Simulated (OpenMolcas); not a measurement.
Mo4+ with its 6 nearest chloride ions at 2.483 Å, on the Y site of Cs2NaYCl6 (a = 10.7396 Å, distance in the model lattice 2.619 Å). The rest of the host is ab initio model potentials to 7.6 Å, with orthogonalisation functions on the cations behind the ligands, and point charges beyond; the distance is set by hand and nothing relaxes, and no local charge compensation is placed. Ligand basis ANO-RCC-VDZP.

- Program: OpenMolcas
- Method: SS-CASPT2, IPEA 0.25 Eh, imaginary shift 0.1 Eh (closed shells correlated: 4s 4p and the ligand valence shells)
- Basis: ANO-RCC-VTZP [7s6p4d2f1g]
- Scalar Hamiltonian: DKH2, point nucleus
- Active space: 2 electrons in 5 orbitals (4d)
- State averaging: 2S+1 = 3 even, 10 roots; 2S+1 = 1 even, 15 roots
- Spin-orbit coupling: RASSI with atomic mean-field integrals over the reference wave functions

Question: What is the spin-free ground state (labels of O, the rotations of Oh)?

Answer: 3T1, 3-fold in its orbital part; it has the highest spin that d2 allows.

Question: Where is the first state of the same spin?

Answer: 3T2 at 22600 cm-1 above the ground state.

Question: What are the lowest two levels with spin-orbit coupling?

Answer: A 2-fold level, then a 3-fold level 32 cm-1 above it. Their leading multiplicities are 3 (99 %) and 3 (99 %).

Question: What is χT at 300 K, and how does it compare with the textbook value?

Answer: The lowest level has 2S+1 = 3, for which the spin-only value is χT = S(S+1) / 2 = 1.000 cm3 K/mol (g = 2). The computed 0.389 at 300 K differs by -0.611, through orbital momentum, spin-orbit coupling and any other state in reach. With a threefold ground state the orbital momentum is unquenched, so the spin-only value is not expected to hold.

Roots that are degenerate in the reference are averaged as groups; the widest CASPT2 spread within a group is 100 cm-1 (the 3-fold group of multiplicity 1 near 30300 cm-1 above the lowest state of its run). Shifts and gaps below about the spread of the groups concerned are not significant. Over all roots computed the reference weight is 0.64 to 0.65; a low but even weight reflects the number of correlated electrons. An orbital triplet at a regular site is open to Jahn-Teller coupling, which can distort the site and quench the lowest spin-orbit gaps and is left out. The least metal-like active orbital is 73 % on the metal (Löwdin) and no ligand orbital is active, so the numbers are rough. Ligand-to-metal charge-transfer states are missing. With no ligand orbital active B as a rule stays too high, so bands that hang on it stand too high and its fall with covalency is understated. With one d shell and no ligand orbital active, 10Dq can be off by a tenth or more. No measured value stands beside these numbers; the geometry was set by hand and not optimised.
